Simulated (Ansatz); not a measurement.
Born–Oppenheimer molecular dynamics of BBrH₅NO (9 atoms, charge 0, multiplicity 1). It starts at the highest image of a converged band, a first-order saddle point between two minima.

Level of theory: RKS PBE0/def2-SVP in Ansatz 0.2.0.

```yaml
ensemble: NVE (velocity Verlet)
time_step: 0.5 fs
steps_asked: 200
starting_velocities_drawn_for: 300 K
seed: 6970
```

First frame:

```xyz
9
Properties=species:S:1:pos:R:3
B 0.059 -0.172 0.294
N -0.019 0.112 1.777
H -0.818 -0.282 2.272
H 0.853 -0.051 2.283
O 1.302 -0.382 -0.160
H 1.351 -0.473 -1.116
H -0.959 -0.358 -0.313
Br -0.329 2.716 0.505
H -0.172 1.273 1.605
```

How far do the bonds stretch over the last three quarters of this one trajectory? (Pairs bonded in most of those frames.)


```
  bond  mean (Å)  spread (Å)  shortest  longest
 B1–N2     1.448       0.045      1.37     1.52
 B1–O5     1.360       0.027      1.30     1.41
 B1–H7     1.210       0.014      1.18     1.23
 N2–H3     1.014       0.013      0.99     1.04
 N2–H4     1.017       0.015      0.99     1.04
 O5–H6     0.965       0.027      0.92     1.00
Br8–H9     1.526       0.115      1.41     1.83
```

Mean temperature of the second half: 445 K. The conserved energy stayed within 0.26 meV per atom of its start (net change 0.25 meV per atom), so the integration is sound. The kinetic energy rose, since the run started high on the potential surface and went downhill. It ends in pieces (BH4NO + BrH), so much of that is their flight and rotation, not heat. A run of 0.1 ps of so small a system gives no equilibrium averages. The orbitals stay closed-shell, which can raise the energy where a bond breaks towards radicals; this wasn't checked here.

Run time: 8 min on 2 threads of Arm Neoverse V1, with other jobs on the host, peak memory 0.21 GiB.
